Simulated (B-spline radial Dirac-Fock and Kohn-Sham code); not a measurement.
## Photoionisation of osmium ions at Ag Lα (2984.4 eV)

Calculated with an atomic code on a B-spline grid, using a relativistic central-field model (Hartree-Slater potential of the initial state, Latter tail, multipole expansion of the photon field, Dirac-Fock thresholds). Cross sections in kb; a dash marks an empty subshell or a threshold above the photon energy.

```
 ion      configuration  total    4s  4d3/2    5s  5d3/2     6s
  Os  [Xe] 4f14 5d6 6s2  623.0  9.19   23.1  1.84   1.11  0.195
Os²⁺      [Xe] 4f14 5d6  622.9  9.19   23.1  1.83   1.19      –
Os³⁺      [Xe] 4f14 5d5  622.8  9.19   23.1  1.85   1.10      –
Os⁵⁺      [Xe] 4f14 5d3  622.6  9.19   23.1  1.89  0.779      –
Os⁷⁺      [Xe] 4f14 5d1  622.7  9.19   23.1  1.94  0.303      –
```
